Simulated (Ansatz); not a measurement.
Ansatz (a first-principles code) job for HfIH3, SMILES [I][HfH3], multiplicity 1, CAM-B3LYP/def2-TZVPD. Geometry optimised at B3LYP-D3(BJ)/def2-TZVP. The spin state was assumed, not searched. The def2 effective core potentials stand for the cores of Hf, I; spin–orbit coupling is left out.

Ansatz 0.2 input:
```yaml
crystal:
  periodic: [false, false, false]
  atoms:
    - {symbol: Hf, position_ang: [-0.00000000, -0.00000000, 1.10798422]}
    - {symbol: I, position_ang: [-0.00000000, 0.00000000, -1.60470744]}
    - {symbol: H, position_ang: [-1.49305413, 0.86201520, 1.75821007]}
    - {symbol: H, position_ang: [0.00000001, -1.72403040, 1.75821007]}
    - {symbol: H, position_ang: [1.49305412, 0.86201521, 1.75821007]}
basis:
  gaussian:
    orbitals: def2-TZVPD
hamiltonian:
  xc: {name: CAM-B3LYP}
```

It prints:

```
WARN ansatz: RAYON_NUM_THREADS=1 ignored (pool sized by the plan → 1); use --threads N
Functional definition: CAM-B3LYP
integrals: 0.06 GiB planned
1001 factors; their error is unknown
integrals: 0.09 GiB planned
345 factors; integrals over basis functions are off by at most 3.6e-5 eV
mean field: 0.57 GiB planned
mean field evaluation 1: about -9454.4318 eV, gradient 1.7e1 eV
mean field evaluation 2: about -9454.5892 eV, gradient 1.8e1 eV
mean field evaluation 4: about -9455.5060 eV, gradient 1.0e0 eV
mean field evaluation 8: about -9455.6894 eV, gradient 4.5e-1 eV
mean field evaluation 16: about -9455.6896 eV, gradient 4.6e-5 eV
mean field -9455.68959447 eV, -347.4901833003 hartree, gradient 4.6e-5 eV, S^2 0.000000; 0 other end points of the search recorded, 0 dependent functions left out
reference -9455.68972941 eV, -347.4901882591 hartree; 20, 20 occupied and 109, 109 virtual orbitals, 1001 factors
Total energy: -9455.68972941 eV, -347.4901882591 hartree
```

The run converged.

Cost: about 7 core-seconds (a rough figure).
